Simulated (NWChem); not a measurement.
Molecule: MgSiH$_{3}$Br; SMILES [SiH3][Mg][Br]

```xyz
6

Mg     0.0847    -0.4163     0.0001
Br     0.5149     1.9051     0.0009
Si    -0.3803    -2.9391    -0.0008
H     -1.0211    -3.3939    -1.2785
H     -1.3010    -3.3432     1.1125
H      0.8761    -3.7425     0.1633
```
Atoms are numbered in this order, from 1.

Program: NWChem. Coordinates come from a PBE0/def2-SVP optimisation. B3LYP is NWChem's, with the RPA form of VWN correlation. Ions are spin-unrestricted doublets at the neutral geometry; other ion states weren't tried.

Predict the results for B3LYP/def2-SVP. Quantities: −ε(HOMO) (eV).


```
Item           Value
-------------  -----
−ε(HOMO) (eV)   7.27
```
